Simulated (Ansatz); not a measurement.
Isolated molecules relaxed with PBE0-D4/def2-TZVP in Ansatz; ΔE leaves out vibrations. CCSD(T)/CBS adds triple-zeta CCSD(T) − MP2 to the extrapolated MP2 energy (def2 sets, frozen cores). This one scheme is used for every species. Functionals use def2-TZVPP. B3LYP here is the variant with VWN-RPA as its local correlation; programs differ in this. For Ga outer-core shells are correlated without core-valence functions, which leaves a few kJ/mol of doubt a bond. Scalar relativity is left out up to krypton. One conformer a species, not always the lowest.

Reaction (ligand exchange at a Ga–C bond): `[CH3][Ga]([CH3])[C]#N` + `O[SiH3]` → `[CH3][Ga]([CH3])[O][SiH3]` + `C#N`

Problem. Is it downhill or uphill in electronic energy at CCSD(T)/CBS, and by how much? (An estimate is asked.)

Solution. Ansatz gave: Downhill: ΔE = -7.6 kcal/mol.

Problem. What do these levels give: r2SCAN-D4, PBE0, B3LYP, r2SCANh, LC-ωPBE, MP2/def2-QZVPP? (An estimate is asked.)

Solution. The calculation gave: r2SCAN-D4 -7.8, PBE0 -5.6, B3LYP -6.8, r2SCANh -7.2, LC-ωPBE -6.1, MP2/def2-QZVPP -7.6 kcal/mol.

Largest T1 diagnostic among the species: 0.014.

In def2-TZVPP, CCSD(T) changes the Hartree–Fock value by −1.0 kcal/mol (the triples alone add −0.1 kcal/mol) and MP2 by −1.0 kcal/mol. At CCSD(T), def2-SVP lies −3.3 kcal/mol from the extrapolated value and def2-TZVPP +0.1 kcal/mol.
